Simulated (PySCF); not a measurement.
Isomers of C5H6FNSi, mass 127.025 u with the commonest isotopes. Computed with CAM-B3LYP/def2-SVPD in PySCF (dipole) on a GFN2-xTB geometry, gas phase. One conformer each, none proved a minimum here; rigid rotors.

Problem. Order these by out-of-plane moment Σ m c² = (Ia + Ib − Ic)/2, smallest first.
A. `[H]/[N:8]=[CH:7]/[C@@H:6]1[Si@H:3]([C:2]#[CH:1])[C@H:4]1[F:5]` with C4–C6–C7–N8 158°
B. `[CH:1]#[C:2][Si@H:3]1[C@H:4]([F:5])[C@@H:6]1[N:7]=[CH2:8]` with C4–C6–N7–C8 -36°
C. `[CH:1]#[C:2][Si@:3]([NH2:4])([F:5])[C:6]#[C:7][CH3:8]` with C2–Si3–N4–H -157° and 59°
D. `[N:1]#[C:2][C:3](/[CH:4]=[CH:5]\[F:6])=[CH:7]/[SiH3:8]` with C2–C3–C4–C5 -3°

Solution. D (2.97 u·Å²), A (35.94 u·Å²), B (37.61 u·Å²), C (64.13 u·Å²).

Problem. Order these by rotational constant A, smallest first.
A. `[CH:1]#[C:2][Si@H:3]1[C@H:4]([F:5])[C@@H:6]1[N:7]=[CH2:8]` with C4–C6–N7–C8 -36°
B. `[H]/[N:8]=[CH:7]/[C@@H:6]1[Si@H:3]([C:2]#[CH:1])[C@H:4]1[F:5]` with C4–C6–C7–N8 158°
C. `[CH:1]#[C:2][Si@:3]([NH2:4])([F:5])[C:6]#[C:7][CH3:8]` with C2–Si3–N4–H -157° and 59°
D. `[N:1]#[C:2][C:3](/[CH:4]=[CH:5]\[F:6])=[CH:7]/[SiH3:8]` with C2–C3–C4–C5 -3°

Solution. B (1805 MHz), C (2260 MHz), D (2924 MHz), A (3498 MHz).

Problem. Order these by rotational constant B, largest first.
A. `[CH:1]#[C:2][Si@:3]([NH2:4])([F:5])[C:6]#[C:7][CH3:8]` with C2–Si3–N4–H -157° and 59°
B. `[H]/[N:8]=[CH:7]/[C@@H:6]1[Si@H:3]([C:2]#[CH:1])[C@H:4]1[F:5]` with C4–C6–C7–N8 158°
C. `[CH:1]#[C:2][Si@H:3]1[C@H:4]([F:5])[C@@H:6]1[N:7]=[CH2:8]` with C4–C6–N7–C8 -36°

Solution. B (1407 MHz), C (1031 MHz), A (975.5 MHz).

```json
{"SMILES": "C#C[Si@](N)(F)C#CC", "point group": "C1", "Ia (u·Å²)": "223.58", "Ib (u·Å²)": "518.06", "Ic (u·Å²)": "613.40", "κ": "-0.79", "μa (D)": "2.15", "μb (D)": "0.89", "μc (D)": "2.19"}
{"SMILES": "C#C[Si@H]1[C@H](F)[C@@H]1N=C", "point group": "C1", "Ia (u·Å²)": "144.50", "Ib (u·Å²)": "490.06", "Ic (u·Å²)": "559.35", "κ": "-0.90", "μa (D)": "2.36", "μb (D)": "0.10", "μc (D)": "0.81"}
{"SMILES": "[H]/N=C/[C@H]1[C@H](F)[Si@H]1C#C", "point group": "C1", "Ia (u·Å²)": "279.95", "Ib (u·Å²)": "359.19", "Ic (u·Å²)": "567.25", "κ": "0.13", "μa (D)": "3.24", "μb (D)": "0.49", "μc (D)": "1.20"}
{"SMILES": "N#CC(/C=C\\F)=C/[SiH3]", "point group": "near Cs", "Ia (u·Å²)": "172.82", "Ib (u·Å²)": "512.96", "Ic (u·Å²)": "679.84", "κ": "-0.78", "μa (D)": "3.49", "μb (D)": "3.53", "μc (D)": "0.04"}
```
